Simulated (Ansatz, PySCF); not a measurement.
The PySCF input:
```python
from pyscf import gto, scf, dft

mol = gto.M(
    atom='''
Sb    0.00000000    0.00000000    0.00000000
''',
    basis='def2-svp',
    ecp={'Sb': 'def2-svp'},
    charge=1,
    spin=2,
    verbose=4,
)

mf = dft.UKS(mol)
mf.xc = 'b3lyp'
mf.grids.atom_grid = (99, 590)
mf.grids.prune = None
mf.kernel()
```

Question: Convert this to an input for Ansatz (an electronic-structure program).

Answer: One answer among several that fit: 
Ansatz 0.2 input:
```yaml
crystal:
  periodic: [false, false, false]
  atoms:
    - {symbol: Sb, position_ang: [0.00000000, 0.00000000, 0.00000000]}
basis:
  gaussian:
    orbitals: def2-SVP
hamiltonian:
  xc: b3lyp
total_charge: 1
magnetization: {spin_polarized: true, initial_magnetization: 2}
accuracy: high
```

Both were run: PySCF gave -239.959832 Eh and Ansatz -239.959832 Eh, 0.000 mEh apart.
